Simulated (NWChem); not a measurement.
Species: SiH₂Cl₂; SMILES Cl[SiH2]Cl

```xyz
5

Si     0.0000     0.0000    -0.7573
Cl    -1.6840     0.0000     0.4220
Cl     1.6840     0.0000     0.4220
H      0.0000     1.2330    -1.5819
H      0.0000    -1.2330    -1.5819
```
Atoms are numbered in this order, from 1.

Program: NWChem. Geometry optimised at PBE0/def2-SVP; all other runs use it. 

| quantity | level | value |
|---|---|---|
| vertical, lowest excitation, singlet (eV) | PBE/def2-SVPD, TDA | 6.70 |
| solvation free energy (kcal/mol) in water | PBE0/def2-SVP, SMD | 0.5 |
| −ε(HOMO) (eV) | PBE/def2-SVP | 7.54 |
| anisotropy (bohr³), static | PBE/def2-SVPD | 16.1 |
| dipole (D) | PBE0/def2-SVP | 1.34 |
| highest harmonic frequency (cm⁻¹) | PBE0/def2-SVP | 2294 |
